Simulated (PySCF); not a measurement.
Level of theory: M06-2X/def2-TZVP // PBE0-D3(BJ)/def2-SVP (PySCF 2.14.0). All species are isolated molecules in the gas phase. One relaxed conformer stands for a flexible species; it need not be the lowest. Delta-SCF ions had no search for a lower state. Excitations are Tamm–Dancoff values on a coarser integration grid. The basis has no diffuse functions, so Rydberg states are missing or too high.

Reference species (SMILES): `C[O][Ge]([Cl])([Cl])[Cl]` (neutral, multiplicity 1).

```yaml
S1 excitation (TDA): 6.79 eV
T1 excitation (TDA): 6.41 eV
vertical ionisation energy (Delta-SCF): 11.30 eV
```

Changed species: `C[O][Ge]([Cl])([O]C)[O]C` (3 of 4 Cl replaced by OCH3; the reference has 1 of 4 Cl replaced by OCH3).

Q: Predict the effect on the S1 excitation (TDA), T1 excitation (TDA) and vertical ionisation energy (Delta-SCF).

A: the S1 excitation (TDA) rises by 0.62 eV, to 7.41 eV; the T1 excitation (TDA) goes up by 0.54 eV, to 6.95 eV; the vertical ionisation energy (Delta-SCF) falls by 0.44 eV, to 10.86 eV.
